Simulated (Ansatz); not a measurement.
A nudged elastic band was laid between two geometries of CH3AlO2S (8 atoms, charge 0, multiplicity 1).

All numbers below come from Ansatz 0.2.0, RKS CAM-B3LYP-D4/cc-pVDZ.

```json
{
  "movable images": "7",
  "climbing image": "yes",
  "spring": "5.0 eV/Å²",
  "optimiser": "quadratic models (default)",
  "start path": "IDPP",
  "force threshold": "0.03 eV/Å",
  "iteration limit": "60",
  "end points": "relaxed"
}
```

Initial state:

```xyz
8
Properties=species:S:1:pos:R:3
O 1.543 -1.310 1.316
C 0.900 -0.415 0.829
S 1.013 1.258 1.562
Al -0.283 -0.806 -0.754
O -1.432 0.349 -1.284
H 0.175 1.843 0.674
H -0.172 -2.171 -1.516
H -1.651 1.195 -0.883
```

Final state:

```xyz
8
Properties=species:S:1:pos:R:3
O 1.564 -1.303 1.300
C 0.810 -0.453 0.898
S 0.648 1.107 1.843
Al -0.222 -0.780 -0.800
O -1.075 0.498 -1.558
H -0.283 1.654 1.025
H -0.251 -2.205 -1.456
H -1.099 1.426 -1.307
```

(1) What changes between the two ends?

(2) Give the energies along the band, and the barrier.

(3) What is the geometry of the highest image?

Results:

(1) No bond is made or broken. The dihedral O1–C2–Al4–O5 goes from 168 to -169°. The two ends are copies of one structure, up to a mirror image or an exchange of like atoms.

(2) It converged. The highest image is number 4 of 0 to 8, 0.000 eV above the ends, which have the same energy within 2 meV. The top lies less than 8 meV above the higher end, about what the thresholds resolve: that end is a shoulder or a very shallow well. A vibrational analysis at the climbing image gives no mode beyond 40i cm⁻¹: the surface is too flat there to confirm a saddle point.

```
image  path coordinate (Å)  energy (eV)  dihedral O1–C2–Al4–O5 (°)
    0                 0.00        0.000                        168
    1                 0.11        0.000                        171
    2                 0.21        0.000                        174
    3                 0.32        0.000                        177
    4                 0.43        0.000                        180
    5                 0.53        0.000                       -178
    6                 0.64        0.000                       -175
    7                 0.75        0.000                       -172
    8                 0.86        0.000                       -169
```

(3) 
```xyz
8
Properties=species:S:1:pos:R:3
O 1.553 -1.317 1.301
C 0.859 -0.435 0.863
S 0.843 1.183 1.718
Al -0.253 -0.793 -0.778
O -1.266 0.421 -1.436
H -0.042 1.764 0.874
H -0.202 -2.197 -1.476
H -1.401 1.318 -1.121
```

Run time: 74 s on 2 threads of Arm Neoverse V1, on a shared host, peak memory 0.23 GiB.
